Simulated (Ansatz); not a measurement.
C$_{2}$H$_{3}$BFNO, SMILES `FCB1N=CO1` from Hartree–Fock to CCSD(T)

```xyz
9

F    -0.299   -2.287    0.469
C     0.176   -1.084    0.948
B     0.000    0.093   -0.050
N     0.342    1.549   -0.001
C    -0.185    1.456   -1.156
O    -0.565    0.123   -1.357
H    -0.337   -0.844    1.890
H     1.240   -1.192    1.201
H    -0.372    2.187   -1.945
```

The species carries charge 0 and has multiplicity 1. The geometry is a stationary point of PBE0-D4/def2-TZVP. It is one conformer, not always the lowest. Frozen core, restricted reference, the Gaussian-basis code of Ansatz. CBS rows extrapolate triple and quadruple zeta; past MP2 they add the triple-zeta difference.

```csv
basis,HF (Eh),MP2 corr.,CCSD corr.,(T),CCSD(T) total
def2-TZVPP,-331.04795,-1.07675,-1.09559,-0.04615,-332.18969
def2-QZVPP,-331.06266,-1.16005,–,–,–
CBS(def2),-331.06469,-1.22176,-1.24060,as TZ,-332.35144
```
